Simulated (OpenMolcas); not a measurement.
**How basis sets differ on ZnSiH2O**

The species is ZnSiH2O (5 atoms), meant as a singlet with charge 0. The shape comes from GFN2-xTB, which is rough for such elements, and wasn't checked as a minimum.

```xyz
5

O     1.5476   -0.5142   -0.0604
Si    0.2418    0.2324   -0.2307
Zn   -1.1074   -1.3047    1.2278
H    -0.6058    0.1132   -1.4271
H    -0.0762    1.4732    0.4906
```

Each level gives the HOMO–LUMO gap (eV). The values are calculated.

| level | kind | program | value (eV) | CPU time |
| --- | --- | --- | --- | --- |
| HF/STO-3G | Hartree–Fock | OpenMolcas | 7.79 | 4.2 s |
| HF/3-21G | Hartree–Fock | OpenMolcas | 8.23 | 2.3 s |
| HF/def2-SVP | Hartree–Fock | OpenMolcas | 8.98 | 4.6 s |
| HF/cc-pVTZ-DK (DKH2, RICD fitting) | Hartree–Fock | OpenMolcas | 8.91 | 21 s |

The values span 7.79 to 8.98 eV. A Hartree–Fock LUMO above zero doesn't converge with the basis: it sinks as sets grow more diffuse. Orbital gaps aren't excitation energies. Times are those of the runs behind each value, whatever else they computed, on shared processors of several kinds: orders of magnitude only.
